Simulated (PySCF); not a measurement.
`InChI=1S/C3H10OSi3/c4-1-3-2-6-7(3)5/h1,3,7H,2,6H2,5H3/t3-,7+/m1/s1`

Molfile (atoms numbered from 1):
```
C3H10OSi3
     RDKit          3D

 17 17  0  0  0  0  0  0  0  0999 V2000
   -0.5330   -0.6430    1.8841 O   0  0  0  0  0  0  0  0  0  0  0  0
   -0.5397    0.4971    1.4563 C   0  0  0  0  0  0  0  0  0  0  0  0
   -0.9343    0.8410    0.1083 C   0  0  2  0  0  0  0  0  0  0  0  0
   -1.9894   -0.1273   -0.4352 C   0  0  0  0  0  0  0  0  0  0  0  0
   -0.9016   -1.6511   -0.8413 Si  0  0  0  0  0  4  0  0  0  0  0  0
    0.6734    0.1014   -0.8314 Si  0  0  2  0  0  4  0  0  0  0  0  0
    2.6904    0.4222    0.2590 Si  0  0  0  0  0  4  0  0  0  0  0  0
   -0.1383    1.3251    2.0748 H   0  0  0  0  0  0  0  0  0  0  0  0
   -1.1491    1.8983   -0.0226 H   0  0  0  0  0  0  0  0  0  0  0  0
   -2.7848   -0.2916    0.2911 H   0  0  0  0  0  0  0  0  0  0  0  0
   -2.4477    0.2876   -1.3323 H   0  0  0  0  0  0  0  0  0  0  0  0
   -1.2538   -2.2444   -2.1460 H   0  0  0  0  0  0  0  0  0  0  0  0
   -0.8846   -2.7294    0.1376 H   0  0  0  0  0  0  0  0  0  0  0  0
    0.6497    0.8937   -2.0891 H   0  0  0  0  0  0  0  0  0  0  0  0
    3.1419    1.8186    0.3018 H   0  0  0  0  0  0  0  0  0  0  0  0
    3.7233   -0.3272   -0.4632 H   0  0  0  0  0  0  0  0  0  0  0  0
    2.6705   -0.0588    1.6381 H   0  0  0  0  0  0  0  0  0  0  0  0
  1  2  2  0
  2  3  1  0
  3  4  1  0
  4  5  1  0
  5  6  1  0
  6  7  1  0
  6  3  1  0
  2  8  1  0
  3  9  1  1
  4 10  1  0
  4 11  1  0
  5 12  1  0
  5 13  1  0
  6 14  1  6
  7 15  1  0
  7 16  1  0
  7 17  1  0
M  END
```

Method: TDDFT wB97X-D/def2-SVPD circular dichroism and optical rotation, one conformer, gas phase (PySCF 2.14.0). Geometry: GFN2-xTB.

The molecule is flexible and this is one conformer; a measurement averages over conformers.

Question: Draw the ECD and absorption spectra from the lowest 8 states, each a Gaussian of half-width 0.35 eV at 1/e height.

Answer: 
```
E (eV)  λ (nm)  Δε (L mol⁻¹ cm⁻¹)  ε (L mol⁻¹ cm⁻¹)
  3.93     315              -0.38              14.5
  4.03     308              -0.80              30.3
  4.13     300              -1.42              53.7
  4.23     293              -2.14              80.8
  4.33     286              -2.73               103
  4.43     280              -2.96               112
  4.53     274              -2.73               103
  4.63     268              -2.14              80.8
  4.73     262              -1.42              53.8
  4.83     257              -0.79              30.7
  4.93     251              -0.33              16.2
  5.03     246              +0.04              12.4
  5.13     242              +0.61              24.6
  5.23     237              +1.88              68.3
  5.33     233              +4.56               178
  5.43     228              +9.37               414
  5.53     224             +16.34               861
  5.63     220             +24.20              1630
  5.73     216             +30.39              2820
  5.83     213             +32.38              4500
  5.93     209             +29.42              6590
  6.03     206             +23.02              8770
  6.13     202             +15.36             10500
  6.23     199              +7.01             11300
  6.33     196              -3.35             11000
  6.43     193             -16.59              9740
  6.53     190             -30.85              8160
```
Δε uses R in velocity form, ε uses f in length form. Only the states computed contribute, so the short-wavelength end is incomplete.
